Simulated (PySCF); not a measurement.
## Structure elucidation problem

An unknown has the formula C₇H₁₀SSi. Its calculated NMR data are:

¹H NMR (500 MHz, computed): δ 7.62 (m, 2H), 7.50 (m, 1H), 7.49 (m, 2H), 5.28 (s, 2H), 2.08 (s, 3H).

¹³C{¹H} NMR (computed): δ 140.5 (2C), 135.8, 133.5 (2C), 133.0, 13.2.

PySCF 2.14.0 with density-fitted response routines calculation with PBE0-D3(BJ)/def2-SVP geometry and NMR shieldings at PBE0/pcSseg-1/GIAO; gas phase, one computed conformer, rapidly exchanging positions averaged, no relativistic terms.

References, each an isolated molecule treated in the same way: TMS for ¹H (σ = 31.27 ppm) and ¹³C (σ = 184.41 ppm).

Task: What is the structure?

Result: 
The formula gives 4 degrees of unsaturation. 5 carbon signals for 7 carbons: some carbons are equivalent by symmetry or fast rotation. Carbon types of the structure: 1 × C, 5 × CH, 1 × CH3, leaving 2 H on heteroatoms. δC 140.5, 135.8, 133.5: aromatic CH. δC 133.0: substituted aromatic carbon. δC 13.2: methyl carbon bonded to S. δH 7.62, 7.50, 7.49: hydrogen on an aromatic CH; ring-current deshielding. δH 5.28: hydrogen on a silicon bonded to C, S. δH 2.08: hydrogen on a methyl carbon bonded to S.

The compound is `CS[SiH2]c1ccccc1`.

The shifts were computed for this structure.

Shifts are as computed. Against solution values, carbons near 30 ppm lie about +2 ppm off and those near 130 ppm about +5 ppm. Of 1211 compounds with measured shifts, 218 miss one by over three times the rms of a fit or turn the order of signals round; such compounds aren't used in these exercises. No couplings were computed; multiplicities are counted from neighbouring protons, with m where these are inequivalent, close in shift, in a saturated or five-membered ring or joined by F or P, and br s for small geminal =CH2 splittings.
